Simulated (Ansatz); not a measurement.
Two members of one family (In2O3 pieces, space group 167), computed with Ansatz in the gas phase; def2 core potentials for In, no spin–orbit coupling. Binding counts from free atoms in the multiplicity of their measured ground term, without zero-point energy. Sets without diffuse functions give affinities that are too small. A dash marks a value that wasn't run or was left out as unsound. The structures are stationary points that may keep the symmetry of their start. Remarks come from the PBE and PBE0 runs and from stability tests at other levels; not every state was tested. A HOMO above zero means that the electron is unbound at that level and held by the basis, or that self-interaction error raises the level; the energy of removing that electron tells which. HOMO above LUMO (over both spins in singlets and doublets, within one spin in higher multiplets; at PBE or PBE0), or a gap under 0.15 eV within one spin, warns that the state may not be the lowest or that an electron is smeared out.

First: In3O8H7 (singlet, charge 0, PBE-D4/def2-SVP geometry).

```xyz
18

In    0.627    1.184   -1.059
In   -1.877    0.397    0.842
In    1.083   -0.987    0.922
O     2.118   -2.447    1.849
O    -3.664    0.870    1.633
O    -1.146   -1.630    1.054
O     2.505    0.402   -0.079
O     0.380   -1.021   -1.227
O     0.130    0.934    1.058
O     1.111    2.609   -2.409
O    -1.613    1.125   -1.172
H     1.464   -3.086    2.198
H    -3.924    0.148    2.241
H    -1.219   -2.032    0.161
H     3.136   -0.048   -0.675
H     1.035   -1.400   -1.844
H     1.935    3.030   -2.095
H    -2.079    1.952   -1.399
```

| level | HOMO (eV) | LUMO (eV) | gap (eV) | vertical IE (eV) | vertical EA (eV) | vertical triplet (eV) | binding per atom (eV) |
| --- | --- | --- | --- | --- | --- | --- | --- |
| PBE-D4/def2-SVP | -6.40 | -3.03 | 3.38 | 8.71 | 0.99 | – | 3.65 |
| PBE0-D4/def2-SVP | -8.15 | -2.21 | 5.95 | 9.75 | 0.78 | 4.35 | 3.47 |

Remarks: gap within one spin near zero at PBE or PBE0 (+1 doublet), HOMO above zero (-1 doublet), gap within one spin near zero at PBE or PBE0 (triplet), HOMO above LUMO (triplet).

Second: In4O10H8 (singlet, charge 0, PBE-D4/def2-SVP geometry).

```xyz
22

In   -0.9187   -1.5381    0.3784
In    2.0467   -0.2846    0.0235
In   -0.8816    0.2787   -2.2505
In    0.1094    0.8478    2.3245
O    -1.1548    1.8069   -0.8766
O     1.3174    1.7015    0.6759
O     4.0342   -0.1620   -0.2700
O    -2.3051   -1.0384   -1.2912
O    -1.4672   -3.4295    0.8380
O    -0.8070    0.4348   -4.2619
O    -1.6610    0.3461    1.2742
O     0.5233   -0.9565   -1.2146
O     0.8780   -0.9874    1.6562
O     0.2480    1.9639    3.9889
H    -0.2596    2.0892   -0.5731
H     1.9681    2.4020    0.8801
H     4.2780   -0.7428   -1.0174
H    -2.5523   -1.8330   -1.8045
H    -0.7740   -3.8075    1.4135
H    -0.2993   -0.3349   -4.5890
H    -1.6696    0.9826    0.4679
H    -0.6529    2.2611    4.2277
```

Question: What does the change do? Estimate second minus first.

Answer: 
```csv
level,Δ HOMO (eV),Δ LUMO (eV),Δ gap (eV),Δ vertical IE (eV),Δ vertical EA (eV),Δ vertical triplet (eV),Δ binding per atom (eV)
PBE-D4/def2-SVP,0.16,-0.44,-0.61,–,0.59,–,0.04
PBE0-D4/def2-SVP,0.16,-0.50,-0.66,-0.06,0.59,-0.31,0.03
```

Remarks: gap within one spin near zero at PBE or PBE0 (+1 doublet), HOMO above LUMO (+1 doublet), HOMO above zero (-1 doublet), gap within one spin near zero at PBE or PBE0 (triplet), HOMO above LUMO (triplet).
